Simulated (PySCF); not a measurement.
## Electronic structure of Ir (iridium, neutral) at the BLYP level

Configuration: [Xe] 4f14 5d8 6s1, high-spin 4F determinant (an excited configuration). Computed with PySCF 2.14 in aug-cc-pwCVDZ-PP with ECP60MDF (6s6p5d3f, 70 functions), with scalar relativity through the core potential.

* Total energy: -104.3969 hartree
* One-electron energy: -181.1237 hartree
* Hartree (Coulomb) energy: 87.2533 hartree
* Exchange-correlation energy: -10.5264 hartree
* ⟨S²⟩: 3.7511
* ⟨L²⟩: 12.012
* Sum of ⟨r⟩: 26.49 bohr
* Sum of ⟨r²⟩: 53.31 bohr²

```
shell  electrons  mean orbital energy (eV)  spread (eV)  rms radius, mean of both spins (bohr)
 5s α          1                   -95.098            0                                   1.05
 5s β          1                   -93.917            0                                   1.05
 5p α          3                   -52.830            0                                   1.22
 5p β          3                   -51.484            0                                   1.22
 5d α          5                    -5.877        0.679                                   2.00
 6s α          1                    -5.837            0                                   3.20
 5d β          3                    -4.725            0                                   2.00
```

Energies and moments cover only the electrons outside the core potential. Spin-orbit coupling, absent here, splits the open shell strongly.
